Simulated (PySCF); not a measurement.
**LaCl3(H2O) at several levels of theory**

Computed with PySCF 2.14.0 (density fitting, no spin-orbit coupling) at the geometry relaxed with PBE0:

```xyz
7
LaCl3(H2O) (singlet)
La    0.0531   -0.1422   -0.0664
Cl    0.9417    2.2256    0.7702
Cl   -1.4844   -1.5900    1.4821
Cl    1.3728   -1.3884   -1.9532
O    -1.2232    1.6231   -1.3429
H    -0.8014    2.4306   -0.9970
H    -1.5805    1.8190   -2.2168
```

```tsv
level	basis	state	HOMO (eV)	gap (eV)	charge on La1 (e)	population of f-type functions on La1 (core shells left out)	dipole about the centre of mass (D)	largest force component (eV/Å)
PBE0	La def2-SVP with ECP46, Cl def2-SVP, O def2-SVP, H def2-SVP	singlet	-8.40	6.57	0.95	0.14	5.03	0.01
BP86	the same	singlet	-7.08	4.59	0.79	0.14	4.93	0.58
CAM-B3LYP	the same	singlet	-9.66	8.63	0.92	0.15	5.09	0.12
```

Charges are Mulliken's, which hang on the basis. The relaxation used the grid (50, 194), these runs (75, 302) or, all-electron (x2c bases, spin-free X2C Hamiltonian), (99, 590).

Q: What does PBE0 with La def2-TZVP with ECP46, Cl def2-TZVP, O def2-TZVP, H def2-TZVP give here?

A: state singlet, HOMO (eV) -8.54, gap (eV) 6.62, charge on La1 (e) 1.35, population of f-type functions on La1 (core shells left out) 0.14, dipole about the centre of mass (D) 4.88, largest force component (eV/Å) 0.31. Time: 17 s on 2 threads of Arm Neoverse V1 (shared host), from free ions and atoms.

In the first row's basis the gap widens with exact exchange: 4.6 eV for BP86 (none); 6.6 eV for PBE0 (a fixed share); 8.6 eV for CAM-B3LYP (rising or full at long range).
